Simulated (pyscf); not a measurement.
PySCF, gas phase, ωB97X-D3(BJ)/def2-SVP geometries. MP2 and CC: frozen core, UHF for open shells. ΔMP2 is the change of the MP2 total energy from the triple- to the quadruple-zeta basis.

Question: Estimate by transition-state theory (the high-pressure limit) the rate constant of •H₂C–AlH–F → [H₃C–Al–F]• (doublet surface; Al–H broken, C–H formed) at 1200 K, with CCSD(T)/def2-TZVPP + ΔMP2(QZVPP) energies (ideal gas, 1 atm, RRHO with modes under 100 cm⁻¹ raised to 100, one conformer, R ln 2 for chiral ones without a mode under 150 cm⁻¹; no tunnelling).

Answer: The electronic barrier is 39.7 kcal/mol and the thermal terms add +0.5, so ΔG‡ = 40.3 kcal/mol. With k_BT/h = 2.50e+13 s⁻¹ and RT = 2.385 kcal/mol, k = 1.2e+06 s⁻¹; so small a molecule is far into fall-off at 1 atm, where the true rate is lower. Wigner's tunnelling factor for 1524i cm⁻¹ would be 1.14. A shift of 1 kcal/mol in the barrier changes k by a factor 1.5. One saddle was located; it need not be the lowest between these sides. The CCSD(T) − MP2 part came from Ansatz, without density fitting, on the same reference. A UHF reference is spin-contaminated (<S²> up to 0.86), which harms MP2 most.
